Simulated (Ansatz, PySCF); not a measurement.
C3H7O2, SMILES C(C[O])(C)O (connectivity only; charge and spin as stated), charge -1, multiplicity 1.

Geometry: PBE-D3(BJ)/def2-SVPD. The spin state was assumed, not searched. The isomer is the one that the SMILES or the coordinates give; other isomers of the formula were not compared. One conformer was computed; it need not be the lowest.

Estimates of the vertical detachment energy (IE) of the anion in eV. Rows of orbital energies are one-electron estimates, which approximate functionals can put far too low.

| level | IE |
|---|---|
| −ε(HOMO), −ε(LUMO), ωB97X/def2-SVPD (PySCF) | 2.24 |
| −ε(HOMO), −ε(LUMO), PBE/def2-SVPD (PySCF) | -1.51 |
| ΔSCF, CAM-B3LYP/def2-SVPD (Ansatz), final states of multiplicity 2 | 2.04 |
| ΔSCF, PBE/def2-SVPD (Ansatz), final states of multiplicity 2 | 2.06 |

**Question.** What vertical singlet–triplet gap does ΔSCF give with CAM-B3LYP/def2-SVPD (Ansatz, an electronic-structure program) and with PBE/def2-SVPD (Ansatz)? (Estimate from the structure and the level; the computed values follow.)

**Answer.** 3.77 and 3.44 eV (triplet above singlet where positive).
